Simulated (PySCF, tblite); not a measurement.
Isomers of [C9H10P]+ (charge +1), one GFN2-xTB conformer each. Single-point energies are computed at PBE0/pcSseg-1 (PySCF, gas phase, no added dispersion term), electronic only.

Problem. Rank them by PBE0/pcSseg-1 energy, lowest first (kJ/mol).
A. `CC1=Cc2ccccc2[PH2+]1`
B. `C[P@H+]1C=Cc2ccccc21`

Solution. B (0.0), A (43.2).

GFN2-xTB itself gives, in the same order: 0.0, 17.3. Both levels put the same isomer lowest.

Problem. Which frontier levels and rotational constants go with these structures?

Solution. 
```json
{"SMILES": "C[P@H+]1C=Cc2ccccc21", "HOMO (eV, PBE0/pcSseg-1)": "-11.18", "LUMO (eV)": "-6.33", "A, B, C (MHz)": "2271, 977.9, 726.3"}
{"SMILES": "CC1=Cc2ccccc2[PH2+]1", "HOMO (eV, PBE0/pcSseg-1)": "-11.03", "LUMO (eV)": "-6.34", "A, B, C (MHz)": "2760, 855.9, 660.1"}
```

Problem. What happens when harmonic zero-point energies from GFN2-xTB frequencies are added?

Solution. 
| SMILES | ZPE (kJ/mol) | electronic (kJ/mol) | with ZPE (kJ/mol) |
| --- | --- | --- | --- |
| C[P@H+]1C=Cc2ccccc21 | 408.1 | 0.0 | 0.0 |
| CC1=Cc2ccccc2[PH2+]1 | 406.0 | 43.2 | 41.1 |

The zero-point energies span 2.1 kJ/mol. The order is unchanged.
